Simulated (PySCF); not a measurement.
**Structure from NMR data**

Molecular formula: C$_{3}$H$_{9}$NOSi$_{3}$. Simulated spectra:

¹H NMR (400 MHz, computed): δ 3.74 (s, 6H), 2.93 (s, 3H).

¹³C{¹H} NMR (computed): δ 246.8 (C), 126.2 (C), 44.4 (CH3).

Level of theory: GIAO PBE0/pcSseg-1 shieldings, GFN2-xTB geometry, in PySCF 2.14 (rapidly exchanging positions averaged, non-relativistic Hamiltonian, gas phase, one conformer).

Referencing at the same level of theory: ¹H and ¹³C vs TMS.

Q: Propose a structure and justify it.

A: 
The formula gives 3 degrees of unsaturation (no ring in the answer). 3 carbon signals for 3 carbons: no two carbons are equivalent. Carbon types of the structure: 2 × C, 1 × CH3, leaving 6 H on heteroatoms. δC 246.8: carbonyl carbon. δC 126.2: nitrile carbon; typical of a nitrile. δC 44.4: methyl carbon α to a carbonyl; α to the electron-withdrawing carbonyl group. δH 3.74: hydrogen on a silicon bonded to Si. δH 2.93: hydrogen on a methyl carbon α to a carbonyl; α to C=O.

Structure: SMILES CC(=O)[Si]([SiH3])([SiH3])C#N.

This is the structure that produced the data.

Shifts are as computed. Against solution values, carbons near 30 ppm lie about +3 ppm off and those near 130 ppm about +5 ppm. Of 1309 compounds with measured shifts, 239 miss one by over three times the rms of a fit or turn the order of signals round; such compounds aren't used in these exercises. Multiplicities follow the n + 1 count of equivalent neighbours, as no J values were calculated; m marks all less simple cases, F and P coupling included.
